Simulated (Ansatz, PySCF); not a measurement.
Gas-phase reaction in SMILES: N[SiH2][SiH2]N → N[SiH][SiH2]N + H atom (the H-Si bond at the site shown breaks; other sites are not compared here)
Structures are relaxed separately at B3LYP-D3(BJ)/def2-TZVP in Ansatz (a first-principles code), one conformer each, not searched for the lowest. Frequencies are from Ansatz or PySCF.

Property: bond dissociation energy (enthalpy at 298 K, with B3LYP-D3(BJ) rigid-rotor harmonic-oscillator terms), in kcal/mol. Valence correlation only, unless marked. UHF or UKS for open shells. Spin-orbit coupling is left out. Non-relativistic. Basis-set limits of correlation are two-point, X^-3; Hartree-Fock from the larger set.

```tsv
level	program	bond dissociation energy (kcal/mol)
B3LYP/def2-TZVPD	Ansatz	?
PBE0/6-31G*	Ansatz	82.2
PBE0/def2-TZVP	Ansatz	81.3
HSE06-D3(BJ)/def2-TZVPD	Ansatz + dftd3	?
LC-wPBE/def2-TZVPD	Ansatz	?
B2GP-PLYP-D3(BJ)/def2-TZVPD	Ansatz + dftd3	?
B2PLYP-D3(BJ)/def2-TZVPD	Ansatz + dftd3	84.0
SCS-MP2/cc-pV(T+d)Z	Ansatz	87.4
CCSD/STO-3G	Ansatz	105.5
CCSD/6-31G	Ansatz	69.8
CCSD(T) with core electrons (1s frozen past Ne)/cc-pwCVTZ	Ansatz	86.3
CCSD(T)/CBS(cc-pV(T+d)Z,cc-pV(Q+d)Z)	Ansatz	87.4
```

### Question
Fill in the missing entries.

### Answer

- B3LYP/def2-TZVPD, bond dissociation energy (kcal/mol): 83.5
- HSE06-D3(BJ)/def2-TZVPD, bond dissociation energy (kcal/mol): 81.2
- LC-wPBE/def2-TZVPD, bond dissociation energy (kcal/mol): 82.7
- B2GP-PLYP-D3(BJ)/def2-TZVPD, bond dissociation energy (kcal/mol): 84.1
